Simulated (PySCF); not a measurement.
Compound: C3H11NOSi4.
Numbering: `[CH:1]#[C:2][Si@@H:3]1[O:4][SiH2:5][N:6]([CH3:7])[Si@H:8]1[SiH3:9]`

NICS is the negative of the GIAO shielding at a point without a nucleus: at the ring centre (0) and 1 Å above and below it (1); zz is the component along the ring normal. Level: GIAO PBE0/pcSseg-1 (PySCF, non-relativistic, gas phase) on the GFN2-xTB geometry, one conformer.

Ring bond lengths (Å), with Mayer bond orders in brackets: Si3–O4 1.647 (0.92), O4–Si5 1.623 (0.95), Si5–N6 1.731 (0.92), N6–Si8 1.758 (0.89), Si8–Si3 2.321 (0.94).

Problem. Give the NICS values of each ring in ppm.

Solution. 
```tsv
ring	type	NICS(0)	NICS(1), two faces	NICS(1)zz, two faces	rms pucker (Å)	centre to ring atoms, mean (Å)
Si3–O4–Si5–N6–Si8	5-membered ring with N, O and 3 Si; formal bonds all single	-6.0	-2.7 / -2.4	-0.8 / -0.3	0.02	1.54
```

Problem. What can be read from them?

Solution. 
- Si3–O4–Si5–N6–Si8: mean NICS(1)zz -0.6 ppm, near zero. Si3, Si5, Si8 have four or more neighbours, so the value isn't read as a sign of a π ring current.

Problem. At the second NICS(1) probe listed for ring Si3–O4–Si5–N6–Si8, 1 Å off the ring, how large is the induced field along the normal in 7.05 T applied along it?

Solution. NICSzz × B0 = -0.3 ppm × 7.05 T = -2 μT, against the applied field.

Problem. What are the shieldings of the ring atoms and their hydrogens in the same run (means over atoms taken as equivalent)?

Solution. 
```tsv
atoms	environment	σ isotropic (ppm)	principal values of the symmetric part, first atom (ppm)
Si3	oxygen-bound silicon	376.2	318.6, 370.5, 439.6
O4	siloxane oxygen	280.4	212.3, 289.7, 339.4
Si5	oxygen-bound silicon	370.7	346.7, 354.1, 411.2
N6	nitrogen bridging silicon atoms	257.4	228.7, 243.1, 300.4
Si8	SiH silicon	396.2	330.7, 384.2, 473.6
H on Si3	Si–H hydrogen	26.02	23.0, 23.9, 31.2
H on Si5	Si–H hydrogen	26.62	23.0, 24.2, 32.6
H on Si5	Si–H hydrogen	26.72	23.3, 24.0, 32.9
H on Si8	Si–H hydrogen	26.40	23.0, 24.5, 31.8
```
